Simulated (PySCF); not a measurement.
Simulated C 1s region for `FC(F)C#CC(F)(F)F`, binding energy against the vacuum level.

Every computed line was given a Gaussian of 0.6 eV full width at half maximum and an area set by the number of equivalent atoms; the highest printed point is 100. Computed with delta-SCF UKS SCAN, pcX-2 on the ionised atom, pcseg-1 elsewhere, spin-free X2C (PySCF).

binding energy (eV), intensity and a bar:
```
    291.4          0 
    291.6          4 #
    291.8         21 ######
    292.0         62 ###################
    292.2        100 ##############################
    292.4         87 ##########################
    292.6         41 ############
    292.8         10 ###
    293.0          1 
    293.2          0 
    293.4          0 
    293.6          0 
    293.8          0 
    294.0          0 
    294.2          0 
    294.4          0 
    294.6          0 
    294.8          0 
    295.0          0 
    295.2          0 
    295.4          0 
    295.6          0 
    295.8          0 
    296.0          0 
    296.2          0 
    296.4          0 
    296.6          2 #
    296.8         10 ###
    297.0         30 #########
    297.2         50 ###############
    297.4         44 #############
    297.6         21 ######
    297.8          5 ##
    298.0          1 
    298.2          0 
    298.4          0 
    298.6          0 
    298.8          0 
    299.0          2 #
    299.2         12 ####
    299.4         34 ##########
    299.6         51 ###############
    299.8         41 ############
    300.0         18 #####
    300.2          4 #
    300.4          1
```

Q: How many maxima does the curve show, and how many computed lines lie under it?

A: The curve has 3 maxima (at 292.3, 297.3 and 299.6 eV). Under it lie 4 lines from 4 inequivalent carbon sites. At this width some lines have no maximum of their own.

Q: Decompose the envelope and assign each component. Numbering: `[F:1][CH:2]([F:3])[C:4]#[C:5][C:6]([F:7])([F:8])[F:9]`.

A: 
```tsv
position (eV)	relative area	line	atoms	environment
292.25	1	C 1s	C5	alkyne carbon
292.26	1	C 1s	C4	alkyne carbon
297.26	1	C 1s	C2	CHF2 carbon
299.63	1	C 1s	C6	CF3 carbon
```

Q: What are the centre and the root-mean-square width of the whole band?

A: The area-weighted mean of the lines is 295.35 eV. Their own spread about it is 3.21 eV (rms) and each Gaussian has σ = 0.6/2.355 = 0.25 eV; the variances add, which gives 3.22 eV.

Lowest listed C 1s: C5, bonded to C (triple bond) and C. Highest, 7.38 eV above it: C6, bonded to 3 F and C. Summing the Pauling electronegativity differences to the bonded atoms, each weighted by its formal bond order, gives 0.00 for the lowest site and +4.29 for the highest; no listed site has a larger sum than the highest. The values 292.25 and 292.26 eV lie too close for their order to be trusted.

The curve has no shake-up lines and no vibrational structure. The unrestricted hole states depart most from a pure doublet (⟨S²⟩ = 0.75; over 0.85 named) for C 1s of C4 (0.86) and C 1s of C5 (0.85), which makes these values less certain. Isolated species at its PBE0-D3(BJ)/def2-SVP geometry, gas phase.
